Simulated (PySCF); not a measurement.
## Zr⁺: excitation energy

Zr⁺ [Kr] 4d2 5s1 (4F) → Zr⁺ [Kr] 4d1 5s1 5p1 (high-spin determinant), as a difference of total energies. Calculation: PySCF 2.14, in def2-TZVPPD with the def2 core potential (28 electrons) (6s4p3d2f1g, 56 functions); a scalar-relativistic core potential. Correlated levels: valence: 4s2 4p6 frozen; valence and next inner shell: nothing frozen outside the core potential. The calculations carry no spin-orbit coupling.

```
                                method  excitation energy (cm⁻¹)
                                   UHF                     34952
                                   LDA                     38336
                                   PBE                     38572
                                  PBE0                     38178
                                r2SCAN                     39278
                               LC-wPBE                     36588
                               wB97M-V                     37709
                                revPBE                     38447
                                M06-2X                     36445
                         MP2 (valence)                     35330
                     SCS-MP2 (valence)                     35078
    MP2 (valence and next inner shell)                     36109
SCS-MP2 (valence and next inner shell)                     36045
```

The determinant of the upper state mixes LS terms, which raises its energy above the lowest term, most at the Hartree-Fock and MP2 levels.
